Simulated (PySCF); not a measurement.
Bi(F)(Me)2 (C2H6BiF), SMILES [CH3][Bi]([CH3])[F].

Geometry optimised at PBE-D3(BJ)/def2-SVP. The def2 effective core potentials stand for the cores of Bi; spin–orbit coupling is left out.

Computed with B3LYP/def2-TZVP (PySCF).

The molecule is in vacuum.

| Quantity | Result |
|---|---|
| total energy | -394.48005 hartree |
| point group | Cs |
| highest occupied level | -7.03 eV |
| lowest empty level | -1.54 eV |
| orbital gap | 5.49 eV |
| dipole moment | 3.51 D |
| quadrupole, principal values (traceless, Buckingham form, about the centre of nuclear charge) | -5.90, 2.56, 3.34 D·Å |
| mean static polarisability | 72.7 bohr³ (10.78 Å³) |
| polarisability, principal values | 58.8, 76.2, 83.1 bohr³ |
